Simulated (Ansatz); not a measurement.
Two structures of C₂H₅Br, singlet, reached by relaxing down either side of one saddle point (PBE0-D4/def2-TZVP). Energies are electronic, without zero-point energy. Computed with Ansatz 0.2.0 (basis: def2-TZVPP and def2-QZVPP); correlated methods freeze the cores. Filled d shells of the heavier atoms are correlated. The def2 sets are not built for correlating such inner shells, so the correlated values are less sure here. Extrapolation: Hartree–Fock as exp(−7.88 √X), correlation as X^−2.97. First:

Br1  (-0.848, -1.995, -0.492)
C2  (-0.406, -0.097, -0.576)
H3  (-1.362, 0.421, -0.584)
H4  (0.084, 0.042, -1.538)
C5  (0.466, 0.320, 0.579)
H6  (1.410, -0.226, 0.579)
H7  (0.688, 1.389, 0.498)
H8  (-0.032, 0.145, 1.533)
(Å)

Second:

```tsv
atom	x (Å)	y (Å)	z (Å)
Br1	-1.3001	-2.4713	1.0829
C2	0.0242	0.5314	-0.8554
H3	-0.9528	0.9556	-1.0610
H4	0.4800	-0.0510	-1.6490
C5	0.6335	0.7195	0.3074
H6	1.6121	0.2985	0.5116
H7	0.1794	1.3051	1.0995
H8	-0.6763	-1.2879	0.5641
```

(1) Which bonds change from the first to the second?

(2) Give the saddle point's structure and its height above each. (Judge from chemistry; the value comes from the calculation.)

T1 diagnostic: at most 0.022.

Results:

(1) C₂H₅Br (CCBr) → C₂H₄ (C=C) + HBr; bonds formed: Br1–H8; bonds broken: Br1–C2, C5–H8.

(2) Computed: 60.60 kcal/mol above the first and 39.58 kcal/mol above the second (CCSD(T) at an estimated basis limit (MP2 extrapolated from triple and quadruple zeta, plus CCSD(T) − MP2 in triple zeta)).
```tsv
atom	x (Å)	y (Å)	z (Å)
Br1	-1.2832	-1.9992	0.3051
C2	-0.1323	0.2355	-0.7261
H3	-1.1252	0.6230	-0.9143
H4	0.3021	-0.3833	-1.5007
C5	0.5507	0.5217	0.4460
H6	1.6019	0.2692	0.5231
H7	0.1644	1.2830	1.1135
H8	-0.0786	-0.5499	0.7533
```

For scale, one of the runs: CCSD(T)/def2-TZVPP, 180 basis functions, launched by `ansatz run in.yaml --threads 4 --pin off --events-out ev --progress --plain --max-ram 9574MiB`. Hardware: 4 CPU threads of an Intel Xeon Platinum 8259CL, shared host. Wall time 34 s; peak host memory 1.8 GiB.
